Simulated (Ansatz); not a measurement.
Species: difluoro(diiodo)silane, sum formula SiI₂F₂ (charge 0, singlet). 
Structure (B3LYP-D3(BJ)/def2-TZVP (Ansatz, a first-principles code) minimum search):
SMILES: F[Si](F)(I)I
```xyz
5

F     -0.0957    -1.8063     1.3096
Si    -0.0447    -0.8902     0.0185
F     -0.0883    -1.8596    -1.2334
I     -2.0012     0.5302    -0.0169
I      2.0443     0.3275    -0.0009
```

Total electronic energies in hartree. Correlated levels leave the core frozen unless marked. No spin-orbit coupling. The frozen core is the preceding noble-gas configuration, with the filled d and f shells of earlier blocks. Past Kr the def2 sets carry scalar-relativistic core potentials. CBS(X,Y): correlation extrapolated as X^-3; Hartree-Fock from the larger set.

```json
[
 {"level": "HF/def2-TZVPPD", "program": "Ansatz", "energy (Eh)": "-1081.45911"},
 {"level": "RI-HF/def2-TZVPP", "program": "Ansatz", "energy (Eh)": "-1081.45786"},
 {"level": "RI-HF/def2-QZVPP", "program": "Ansatz", "energy (Eh)": "-1081.47947"},
 {"level": "BLYP/def2-TZVPD", "program": "Ansatz", "energy (Eh)": "___"},
 {"level": "BHLYP-D3(BJ)/def2-TZVPD", "program": "Ansatz + dftd3", "energy (Eh)": "-1084.76356"},
 {"level": "SCS-MP2/def2-QZVPP", "program": "Ansatz", "energy (Eh)": "-1082.44193"},
 {"level": "CCSD/def2-TZVPP", "program": "Ansatz", "energy (Eh)": "-1082.36414"},
 {"level": "CCSD/def2-TZVPPD", "program": "Ansatz", "energy (Eh)": "-1082.37152"},
 {"level": "CCSD(T)/CBS(def2-TZVPPD,def2-QZVPPD)", "program": "Ansatz", "energy (Eh)": "-1082.5879"}
]
```

Task: Fill in the missing entries.

Result: 
- BLYP/def2-TZVPD, energy (Eh): -1084.79063
